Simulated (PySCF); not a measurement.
(3S)-3-methyloxolane (C5H10O), SMILES C[C@H]1CCOC1.

Geometry optimised at r2SCAN-D4/def2-SVP. One conformer was computed; it need not be the lowest.

Method: B3LYP/def2-TZVP run with PySCF.

```
Property                                                                                                        Value
---------------------------------------------------------------------------------------------  ----------------------
total energy                                                                                       -271.87223 hartree
highest occupied level                                                                                       -6.81 eV
lowest empty level                                                                                            0.77 eV
orbital gap                                                                                                   7.58 eV
dipole moment                                                                                                  1.81 D
quadrupole, principal values (traceless, Buckingham form, about the centre of nuclear charge)   -6.00, 1.86, 4.13 D·Å
mean static polarisability                                                                       62.9 bohr³ (9.33 Å³)
polarisability, principal values                                                               56.5, 61.6, 70.7 bohr³
```
